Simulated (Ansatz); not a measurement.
Geometry optimisation, Ansatz, RKS PBE0/6-31G.

Input:

```yaml
crystal:
  periodic: [false, false, false]
  atoms:
    - { symbol: C, position_ang: [-2.1319, 0.1176, 2.1011] }
    - { symbol: C, position_ang: [-1.2617, 0.8189, 1.6784] }
    - { symbol: S, position_ang: [0.0575, 1.7899, 1.067] }
    - { symbol: B, position_ang: [0.7546, 0.4112, -0.0473] }
    - { symbol: "N", position_ang: [1.5535, -0.8406, -0.3296] }
    - { symbol: Si, position_ang: [0.7026, -0.5369, -1.8014] }
    - { symbol: H, position_ang: [-2.9632, -0.4142, 2.4528] }
    - { symbol: H, position_ang: [2.5672, -0.4669, -0.4359] }
    - { symbol: H, position_ang: [-0.5769, -1.2344, -1.9194] }
    - { symbol: H, position_ang: [1.3814, 0.3044, -2.7627] }
basis:
  gaussian: { orbitals: "6-31G" }
hamiltonian:
  xc: pbe0
relax:
  f_tol: 0.015
  max_steps: 40
```

Command:

```bash
$ ansatz run input.yaml --threads 1 --pin off --max-ram 2048MiB --backend cpu --events-out ev --progress --plain --runs-dir out
```

Problem. Where does it end, and by what steps?

Solution. It converged. Limits of this set-up: no polarisation functions. After 15 steps the energy has fallen by 2.862 eV; S3 moved furthest, 1.45 Å.

```tsv
step	energy less start (eV)	largest force component (eV/Å)	accepted
0	0.0000	3.912	yes
1	-1.3723	3.126	yes
2	-2.2208	1.521	yes
3	-2.5132	1.545	yes
4	-2.5895	0.892	yes
5	-2.6692	0.500	yes
6	-2.7205	0.608	yes
7	-2.7718	0.794	yes
8	-2.8147	0.549	yes
9	-2.8340	0.488	yes
10	-2.8308	1.026	no
11	-2.8566	0.165	yes
12	-2.8610	0.157	yes
13	-2.8622	0.033	yes
14	-2.8624	0.026	yes
15	-2.8624	0.011	yes
```

```xyz
10
Properties=species:S:1:pos:R:3
C -2.471 0.525 2.035
C -1.266 0.554 1.906
S 0.479 0.634 1.831
B 0.816 0.081 0.112
N 1.938 -0.109 -0.666
Si 0.478 -0.551 -1.714
H -3.530 0.497 2.140
H 2.941 -0.034 -0.633
H 0.421 -1.997 -2.111
H 0.276 0.349 -2.897
```

Run time: 49 s on 1 thread of Intel(R) Xeon(R) 6975P-C (Granite Rapids), with other jobs on the host, peak memory 0.21 GiB.
